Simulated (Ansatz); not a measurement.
Z-matrix (Å, degrees):
```
C
O 1 1.409
H 1 1.097 2 111.8
H 1 1.091 2 108.4 3 119.6
H 1 1.094 2 111.1 3 -121.1
Si 2 1.645 1 124.0 3 45.0
Ga 6 2.424 2 113.9 1 -52.6
O 6 1.655 2 112.7 1 63.5
H 6 1.489 2 102.3 1 -178.4
H 7 1.576 6 122.5 2 32.1
H 7 1.575 6 120.8 2 -148.3
H 8 0.960 6 117.7 2 69.7
```

Total charge 0; spin multiplicity 1.

Question: List the CAM-B3LYP/def2-TZVPP orbital energies in eV (Ansatz). (An estimate is asked.)

Answer: Ansatz gave: Occupied: -10139.55, -1801.59, -1251.24, -1108.54, -1108.42, -1108.42, -522.58, -522.42, -280.13, -151.49, -146.00, -105.02, -104.68, -104.68, -101.36, -101.34, -101.31, -30.03, -29.47, -24.78, -24.64, -24.63, -24.48, -24.42, -20.95, -17.39, -15.62, -14.53, -14.39, -13.91, -13.03, -11.95, -11.13, -10.60, -9.97, -9.81, -8.44. Lowest empty: -1.08, 1.40, 1.91, 1.98, 2.52, 3.11, 3.28, 3.77.
